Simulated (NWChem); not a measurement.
System meant: C$_{5}$H$_{11}$Se, doublet; SMILES C[CH][Se]C(C)C

Input file for NWChem:

```
start job
memory heap 200 mb stack 900 mb global 1100 mb
geometry units angstroms noautoz
  C     -1.236911    -2.159446     0.620764
  C     -0.151274    -1.790645    -0.326587
  Se     0.858158    -0.227820    -0.234441
  C     -0.519425     1.098049     0.266837
  C     -1.553644     1.259840    -0.832524
  C      0.199770     2.395482     0.600522
  H     -0.844747    -2.452659     1.615473
  H     -1.809354    -3.017586     0.234706
  H     -1.952296    -1.339379     0.794294
  H      0.360751    -2.580288    -0.885265
  H     -0.994734     0.706331     1.179962
  H     -2.340606     1.966011    -0.516239
  H     -1.090404     1.652580    -1.751127
  H     -2.033910     0.302940    -1.084337
  H     -0.528601     3.161244     0.912663
  H      0.924538     2.262516     1.417557
  H      0.740329     2.789536    -0.275355
end
basis spherical
  C library def2-svp
  Se library def2-svp
  H library def2-svp
end
dft
  odft
  mult 2
  xc pbe0
  iterations 4
  mulliken
end
task dft energy
```

End of the output:

```
     --------------------------
     Expectation value of S2:
     --------------------------
      <S2> =      0.7556 (Exact =     0.7500)

 center of mass
 --------------
 x =   0.24060076 y =  -0.07505513 z =  -0.03581963

 moments of inertia (a.u.)
 ------------------
        1035.641113267574           0.000000000000          -0.000000000000
           0.000000000000         586.501878613661           0.000000000000
          -0.000000000000           0.000000000000        1370.899789406990

     Multipole analysis of the density
     ---------------------------------

     L   x y z        total         alpha         beta         nuclear
     -   - - -        -----         -----         ----         -------
     0   0 0 0     -0.000000    -38.000000    -37.000000     75.000000

     1   1 0 0     -0.502749     -0.182732     -0.320018     -0.000000
     1   0 1 0      0.199992      1.456698     -1.256705     -0.000000
     1   0 0 1      0.222204      0.266843     -0.044639      0.000000

     2   2 0 0    -38.693795   -149.509382   -147.053439    257.869026
     2   1 1 0      0.007344     -5.781390     -4.270627     10.059362
     2   1 0 1     -0.631560     -2.209361     -1.665859      3.243660
     2   0 2 0    -35.612039   -297.749570   -287.119925    549.257456
     2   0 1 1      0.321918      1.095549      1.890566     -2.664197
     2   0 0 2    -39.478046    -64.255828    -61.355404     86.133186

 ------------------------------------------------------------------------
 dft energy failed                                                                                  0
 ------------------------------------------------------------------------
 ------------------------------------------------------------------------
  current input line :
    34: task dft energy
 ------------------------------------------------------------------------
 ------------------------------------------------------------------------
 This type of error is most commonly associated with calculations not reaching convergence criteria
 ------------------------------------------------------------------------
 For more information see the NWChem manual at https://nwchemgit.github.io

0:dft energy failed:Received an Error in Communication
```

**Question.** Find the fault in this run and fix the input.

**Answer.** Convergence was not reached. Cause: the SCF was allowed too few iterations. This input runs:
```
start job
memory heap 200 mb stack 900 mb global 1100 mb
geometry units angstroms noautoz
  C     -1.236911    -2.159446     0.620764
  C     -0.151274    -1.790645    -0.326587
  Se     0.858158    -0.227820    -0.234441
  C     -0.519425     1.098049     0.266837
  C     -1.553644     1.259840    -0.832524
  C      0.199770     2.395482     0.600522
  H     -0.844747    -2.452659     1.615473
  H     -1.809354    -3.017586     0.234706
  H     -1.952296    -1.339379     0.794294
  H      0.360751    -2.580288    -0.885265
  H     -0.994734     0.706331     1.179962
  H     -2.340606     1.966011    -0.516239
  H     -1.090404     1.652580    -1.751127
  H     -2.033910     0.302940    -1.084337
  H     -0.528601     3.161244     0.912663
  H      0.924538     2.262516     1.417557
  H      0.740329     2.789536    -0.275355
end
basis spherical
  * library def2-svp
end
dft
  odft
  mult 2
  xc pbe0
  iterations 150
  mulliken
end
task dft energy
```
It converges to -2597.69278 Ha (PBE0/def2-SVP, spin-unrestricted).
